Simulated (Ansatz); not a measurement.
Molecule: GaCl3, charge -1, multiplicity 2. 
Geometry from a B3LYP-D3(BJ)/def2-TZVP (Ansatz, an electronic-structure program) optimisation:
```
Ga
Cl 1 2.2915
Cl 1 2.2915 2 107.90
Cl 1 2.2915 2 107.90 3 116.35
```
Charge -1, spin multiplicity 2.

Basis-set convergence of Hartree-Fock and CCSD correlation energies (hartree) with Ansatz. Valence correlation only, unless marked. UHF or UKS for open shells. No spin-orbit coupling. The frozen core is the preceding noble-gas configuration, with the filled d and f shells of earlier blocks. No relativistic terms. This anion needs diffuse functions, which these sets lack.

```tsv
basis	functions	E(HF)	E(corr, CCSD)
def2-SVP	86	-3301.29469	-0.48298
def2-TZVPP	174	___	___
```

Question: Complete the blanks.

Answer: 
- def2-TZVPP, E(HF): -3302.02268
- def2-TZVPP, E(corr, CCSD): -0.68285
